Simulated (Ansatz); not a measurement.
Geometry optimisation, RKS PBE/def2-SVP in Ansatz.

Input:

```yaml
crystal:
  periodic: [false, false, false]
  atoms:
    - { symbol: Al, position_ang: [-0.5543, -0.1853, -0.0508] }
    - { symbol: S, position_ang: [1.5897, 1.1643, -0.7799] }
    - { symbol: O, position_ang: [-0.1422, -1.7671, -0.0592] }
    - { symbol: O, position_ang: [-1.8925, 0.7108, -0.2956] }
    - { symbol: H, position_ang: [0.9202, 0.8682, 0.8618] }
    - { symbol: H, position_ang: [0.3423, 0.5423, 1.5852] }
    - { symbol: H, position_ang: [2.3337, 0.0707, -0.6738] }
    - { symbol: H, position_ang: [0.0101, -2.6987, -0.0935] }
    - { symbol: H, position_ang: [-2.607, 1.2948, -0.4942] }
basis:
  gaussian: { orbitals: def2-SVP }
hamiltonian:
  xc: pbe
relax:
  f_tol: 0.15
  max_steps: 25
  restrain:
    - { distance: [0, 5], at: 1.52, k: 30.0 }
    - { distance: [4, 1], at: 1.36, k: 30.0 }
    - { distance: [0, 1], at: 3.56, k: 30.0 }
    - { distance: [4, 5], at: 1.92, k: 30.0 }
```

Run as:

```bash
$ ansatz run input.yaml --threads 2 --pin off --max-ram 3072MiB --backend cpu --events-out ev --progress --plain --runs-dir out
```

Problem. Where does it end, and by what steps?

Solution. It converged. The restraints hold the end off the free minimum. After 11 steps the energy has fallen by 0.678 eV (the restraints' own energy left out); H5 moved furthest, 0.80 Å. Parted: Al1–S2. Joined: Al1–H6, S2–H5.

| step | energy less start (eV) | largest force component (eV/Å) | accepted |
| --- | --- | --- | --- |
| 0 | 0.0000 | 2.730 | yes |
| 1 | 0.2201 | 2.299 | yes |
| 2 | -0.0519 | 1.851 | yes |
| 3 | -0.2542 | 0.768 | yes |
| 4 | -0.3329 | 0.638 | yes |
| 5 | -0.3838 | 0.502 | yes |
| 6 | -0.4309 | 0.824 | yes |
| 7 | -0.5653 | 0.531 | yes |
| 8 | -0.2034 | 3.264 | no |
| 9 | -0.6134 | 0.543 | yes |
| 10 | -0.6407 | 0.568 | yes |
| 11 | -0.6775 | 0.577 | yes |

```xyz
9
Properties=species:S:1:pos:R:3
Al -0.772 -0.250 0.445
S 2.170 1.376 -0.704
O -0.123 -1.818 0.180
O -2.219 0.183 -0.366
H 1.528 1.222 0.492
H 0.006 0.581 1.486
H 2.577 0.076 -0.672
H -0.524 -2.422 -0.465
H -2.645 1.052 -0.394
```

Time of the run: 20 s on 2 threads of Arm Neoverse V1 (shared host), peak memory 0.12 GiB.
